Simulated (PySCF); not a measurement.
**Do core-level shifts follow atomic charges?**

C4H10OSi.
Bonds: C1–C2 (double), C2–O3, O3–Si4, Si4–C5, Si4–C6. Hydrogens: H7, H8 on C1; H9 on C2; H10 on Si4; H11, H12, H13 on C5; H14, H15, H16 on C6.

Binding energies: delta-SCF UKS SCAN, pcX-2 on the ionised atom, pcseg-1 elsewhere, spin-free X2C in PySCF. Charges: PBE0/pcSseg-1 ground-state density, for the ionised atom.

| atom | environment | C 1s (eV) | Mulliken (e) | IAO (e) | Hirshfeld (e) | ESP (e) |
| --- | --- | --- | --- | --- | --- | --- |
| C1 | terminal =CH2 carbon | 289.65 | -0.242 | -0.389 | -0.150 | -0.630 |
| C5 | Si-methyl carbon | 290.24 | -0.642 | -0.741 | -0.216 | -0.711 |
| C2 | vinylic carbon bearing oxygen | 291.96 | +0.087 | +0.069 | +0.023 | +0.128 |

Problem. Give the correlation coefficient and slope of binding energy on charge for each scheme.

Solution. ESP: r = 0.94, slope 2.5 eV per e; Hirshfeld: r = 0.87, slope 8.4 eV per e; IAO: r = 0.77, slope 2.3 eV per e; Mulliken: r = 0.68, slope 2.2 eV per e. ESP charges have the highest r, on only 3 points.

Problem. The point-charge model writes a binding energy as kq + V + constant, with V the potential of the other atoms' charges at the site. What does it give with the ESP charges?

Solution. V = Σ 14.40 eV Å × q/r over all other atoms: +7.12 eV at C1, +9.95 eV at C5, -4.28 eV at C2. Fitting binding energy − V to q gives k = 18.6 eV per e and leaves an rms residual of 0.30 eV, against 0.33 eV for the fit on q alone. The model has no term for differences in relaxation between sites.

Spin contamination (⟨S²⟩ against 0.75 for a pure doublet) is marked for C 1s of C2 (0.86), which makes this value less certain. Geometry: PBE0-D3(BJ)/def2-SVP, one conformer, isolated molecule.

Shape of the structure used: `[CH2:1]=[CH:2][O:3][SiH:4]([CH3:5])[CH3:6]`: C1–C2–O3–Si4 164°, C2–O3–Si4–C5 -79°.
